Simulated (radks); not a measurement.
Values are calculated unless marked as measured or tabulated.
Tl I, configuration [Hg] 6p1. Code: a radial shooting solver on a logarithmic mesh with Libxc functionals. Model: scalar-relativistic Kohn-Sham, SCAN, spin-polarised, spherical densities, finite nucleus; open shells are filled with parallel spins first (spin-orbit coupling, left out, can overturn this in heavy ions); meta-GGA in the generalised Kohn-Sham scheme; Fermi nuclear charge, rms radius 5.4759 fm.

Radial electron density D(r) = 4 pi r^2 rho(r):

| r (bohr) | D(r) (e/bohr) | spin D(r) |
|---|---|---|
| 0.000621 | 5.743 | -0.0000144 |
| 0.0007287 | 7.314 | -0.0000183 |
| 0.0008483 | 9.175 | -0.0000228 |
| 0.0009955 | 11.60 | -0.0000286 |
| 0.001168 | 14.61 | -0.0000357 |
| 0.00136 | 18.10 | -0.0000437 |
| 0.001596 | 22.55 | -0.0000535 |
| 0.001873 | 27.90 | -0.0000646 |
| 0.00218 | 33.90 | -0.0000762 |
| 0.002559 | 41.25 | -0.0000888 |
| 0.003003 | 49.64 | -0.000100 |
| 0.003524 | 59.00 | -0.000109 |
| 0.004102 | 68.58 | -0.000110 |
| 0.004814 | 79.03 | -0.0000987 |
| 0.005649 | 89.30 | -0.0000661 |
| 0.006577 | 98.23 | -0.00000400 |
| 0.007718 | 105.9 | 0.000111 |
| 0.009057 | 111.1 | 0.000297 |
| 0.01054 | 113.0 | 0.000565 |
| 0.01237 | 111.9 | 0.000968 |
| 0.01452 | 108.1 | 0.00152 |
| 0.0169 | 103.6 | 0.00218 |
| 0.01984 | 100.3 | 0.00300 |
| 0.02328 | 101.2 | 0.00385 |
| 0.0271 | 107.7 | 0.00452 |
| 0.0318 | 120.4 | 0.00484 |
| 0.03732 | 136.0 | 0.00442 |
| 0.04345 | 148.5 | 0.00312 |
| 0.05099 | 153.2 | 0.000842 |
| 0.05983 | 146.7 | -0.00184 |
| 0.06965 | 133.6 | -0.00373 |
| 0.08174 | 121.6 | -0.00378 |
| 0.09592 | 120.4 | -0.00125 |
| 0.1126 | 130.8 | 0.00287 |
| 0.131 | 141.7 | 0.00573 |
| 0.1538 | 139.8 | 0.00513 |
| 0.1805 | 119.5 | 0.00135 |
| 0.2101 | 94.37 | -0.00129 |
| 0.2465 | 80.05 | 0.000714 |
| 0.2893 | 84.19 | 0.00594 |
| 0.3368 | 93.69 | 0.00735 |
| 0.3953 | 92.23 | 0.00164 |
| 0.4638 | 74.58 | -0.00326 |
| 0.54 | 52.47 | 0.00411 |
| 0.6337 | 35.42 | 0.0225 |
| 0.7436 | 27.39 | 0.0315 |
| 0.8657 | 24.14 | 0.0160 |
| 1.016 | 20.84 | -0.0222 |
| 1.192 | 16.13 | -0.0490 |
| 1.388 | 11.43 | -0.0232 |
| 1.629 | 7.505 | 0.0653 |
| 1.911 | 4.839 | 0.171 |
| 2.225 | 3.154 | 0.261 |
| 2.611 | 1.965 | 0.319 |
| 3.064 | 1.178 | 0.327 |
| 3.596 | 0.6740 | 0.289 |
| 4.186 | 0.3777 | 0.222 |
| 4.912 | 0.1925 | 0.144 |
| 5.765 | 0.09010 | 0.0780 |
| 6.711 | 0.03963 | 0.0372 |
| 7.876 | 0.01447 | 0.0141 |
| 9.242 | 0.004357 | 0.00432 |
| 10.76 | 0.001122 | 0.00112 |
| 12.63 | 0.0002066 | 0.000206 |

D(r) has 4 maxima, at r = 0.0108, 0.0502, 0.140, 0.362 bohr, and minima at 0.0210, 0.0900, 0.255 bohr, inside which lie 1.88, 11.00, 29.95 electrons.
